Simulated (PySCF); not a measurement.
B(I)(OH)2 (BH2IO2), SMILES OB(O)I. Atoms are numbered in the order given.

```xyz
6

B     -0.0053    -1.3561     0.0000
I     -0.0086     0.8202     0.0000
O     -1.2099    -1.9762     0.0000
H     -1.1035    -2.9475     0.0000
O      1.1643    -2.0564     0.0000
H      1.9499    -1.4815     0.0000
```
Charge 0, spin multiplicity 1.

The structure is a stationary point at PBE-D3(BJ)/def2-SVP. The def2 effective core potentials stand for the cores of I; spin–orbit coupling is left out. Other conformers were not sampled.

Calculation: PBE-D3(BJ)/def2-SVP (PySCF).

Frequencies are harmonic and unscaled.

Computed harmonic wavenumbers and intensities:
```tsv
mode	ν (cm⁻¹)	IR (km/mol)	Raman (Å⁴/amu)	depolarisation	moving atoms (share of kinetic energy)
1	254	2.4	1.6	0.74	O 70 %, B 14 %, H 11 %
2	292	4.9	3.8	0.36	O 64 %, I 23 %
3	443	95.8	0.3	0.75	H 68 %, B 31 %
4	493	97.8	2.8	0.75	H 66 %, B 19 %, O 15 %
5	526	83.0	8.4	0.11	O 42 %, B 32 %, H 23 %
6	581	36.7	4.4	0.75	H 50 %, B 34 %, O 16 %
7	963	150.8	1.2	0.33	H 70 %, O 28 %
8	977	131.3	3.9	0.66	H 67 %, O 32 %
9	1216	464.8	1.8	0.72	B 54 %, O 25 %, H 21 %
10	1463	263.5	0.2	0.69	B 72 %, O 25 %
11	3701	65.3	249.6	0.31	H 94 %
12	3753	77.4	69.3	0.24	H 94 %
```
